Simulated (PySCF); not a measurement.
Be2H2.

```xyz
4

H      0.0000     0.0000    -2.3969
Be     0.0000     0.0000    -1.0514
Be     0.0000     0.0000     1.0514
H      0.0000     0.0000     2.3969
```

The structure is a stationary point at PBE0-D3(BJ)/def2-TZVPD.

Method: PBE/pcSseg-2 run with PySCF. Non-relativistic, no solvent.

Problem. Give the absolute GIAO shielding of each atom: isotropic value and principal components (ppm). (The exact figures need the calculation; the answer reports its results.)

Solution. 
```tsv
atom	σ(iso)	σ11	σ22	σ33	span
H1	28.1	26.3	26.3	31.8	5.5
Be2	65.0	21.7	21.7	151.5	129.8
Be3	65.0	21.7	21.7	151.5	129.8
H4	28.1	26.3	26.3	31.8	5.5
```
